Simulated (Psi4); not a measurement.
A dimer, H6OSi2 ··· CO (SMILES [SiH3]O[SiH3] and [C-]#[O+]); the first 9 atoms form monomer A.

```
11

Si     1.5938    -0.3188     0.0849
O      0.0002     0.0047     0.0149
Si    -1.5937     0.3195    -0.0827
H      2.0227    -0.9809    -1.1680
H      2.3493     0.9429     0.2561
H      1.8683    -1.2143     1.2315
H     -2.3151    -0.4440     0.9606
H     -2.0985    -0.0765    -1.4171
H     -1.8270     1.7674     0.1198
C      5.5367    -1.1200     0.3003
O      4.4371    -0.8950     0.2249
```

Q: What interaction energy does SAPT0/jun-cc-pVDZ, frozen core (Psi4) give, and which attractive term is the largest?

A: Total 0.91 kJ/mol: electrostatics -9.34, exchange 19.80, induction -2.60, dispersion -6.96. The most attractive term is electrostatics.
